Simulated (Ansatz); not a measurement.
Strength of the C–C bond: C2H9ClSi2 → SiH3(CH2) + SiH2(CH2)Cl

Species: C2H9ClSi2 `[SiH3]CC[SiH2]Cl`, singlet; SiH3(CH2), doublet; SiH2(CH2)Cl, doublet. 

Shapes, held fixed at every level: PBE0-D4/def2-TZVP. Flexible molecules stand in one conformer, not always the lowest. Programs: Ansatz 0.2.0. Electronic energies: no zero-point or thermal term.

```csv
level,kind,ΔE (kJ/mol),less CCSD(T)/CBS estimate
HF/def2-TZVPP,Hartree–Fock,+217.6,-153.4
PBE-D4/def2-TZVPP,GGA,+369.5,-1.5
r2SCAN-D4/def2-TZVPP,meta-GGA,+334.8,-36.2
B2PLYP/def2-TZVPP,double hybrid,+346.8,-24.2
CCSD(T)/def2-TZVPP,coupled cluster or CI,+362.8,-8.2
CCSD/def2-TZVPP,coupled cluster or CI,+348.2,-22.8
CCSD(T)/CBS estimate,coupled cluster or CI,+371.0,0.0
```

The highest level, CCSD(T)/CBS estimate, gives ΔE = +371.0 kJ/mol; the levels span +217.6 to +371.0. The column of differences is taken from that level and isn't an error. Hartree–Fock misses the correlation of the pair that is broken and comes out low. No measured value is set beside it here. Open shells run unrestricted unless RO is named. The CBS estimate extrapolates MP2 from def2-TZVPP and def2-QZVPP and adds CCSD(T) − MP2 in the triple-zeta set, cores frozen.
